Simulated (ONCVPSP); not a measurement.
**What one change does to a pseudopotential (I (Z = 53), ONCV)**

ONCVPSP 4.0.1 input, shortened (lines: element, Z, core and valence counts, functional; n l f; lmax; l rc ep ncon nbas qcut; lloc lpopt rc5 dvloc0; l nproj debl; icmod fcfact rcfact), PBEsol, scalar-relativistic:

```
  I 53.00    8    3  -116133      upf
    1    0    2.00
    2    0    2.00
    2    1    6.00
    3    0    2.00
    3    1    6.00
    3    2   10.00
    4    0    2.00
    4    1    6.00
    4    2   10.00
    5    0    1.75
    5    1    5.25
    2
    0    1.75    0.00    5   10    3.60
    1    2.00    0.00    5    8    5.00
    2    1.05    0.00    3    7   13.90
    4    5    1.00    4.00
    0    2    2.20
    1    3    1.30
    2    2    2.00
    0    0.00    0.00
```

All-electron outer shells of the reference configuration (PBEsol, scalar-relativistic, ld1.x):

```tsv
shell	level (eV)	outermost node (bohr)	outermost maximum (bohr)
4s	-180.68	0.37	0.68
4p	-127.72	0.37	0.72
4d	-50.54	0.35	0.78
5s	-17.63	0.88	1.70
5p	-7.23	0.96	2.02
```

Change: p: rc 2.42.

Cutoffs: the cutoffs (Ha) at which the residual kinetic energy of the hardest occupied pseudo-wave falls to 1 and 0.1 mHa per electron; they do not see the model core or the augmentation charge, which bear on the density cutoff. Errors are all-electron minus pseudo energies relative to the spin-unpolarised reference configuration.

Task: What does the change do?

Result: The potential gets neither clearly harder nor softer (59 Ha and 70 Ha → 59 Ha and 70 Ha); the bound ghosts move from p, s to s; the errors of the 4 common tests hardly move.

```csv
quantity,base,changed
"cutoff, loose",59 Ha,59 Ha
"cutoff, tight",70 Ha,70 Ha
loose cutoff by channel,"s 15 Ha, p 8.7 Ha, d 59 Ha","s 15 Ha, p 9.0 Ha, d 59 Ha"
bound ghosts,"s, p",s
GHOST(+) flags under 300 eV,p at 152.5 eV,p at 69.9 eV
"error for 4d10 5s2 5p5, meV [ΔE -2.59 eV]",0.0,0.0
"error for 4d10 5s2 5p4, meV [ΔE 8.56 eV]",-3.9,-3.8
"error for 4d10 5s2 5p3, meV [ΔE 28.44 eV]",-10,-9.2
"error for 4d9 5s2 5p6, meV [ΔE 43.19 eV]",-389,-392
s: phases at 1.77 bohr within 0.05 rad from the reference energy up to (Ha; the scan ends near 5),4.6,4.6
d: phases at 1.07 bohr within 0.05 rad from the reference energy up to (Ha; the scan ends near 5),to the end of the scan,to the end of the scan
```

 A true bound ghost makes a file unfit for plane-wave use even where its test errors are small: the radial tests pick states by their node count and pass the ghost by.
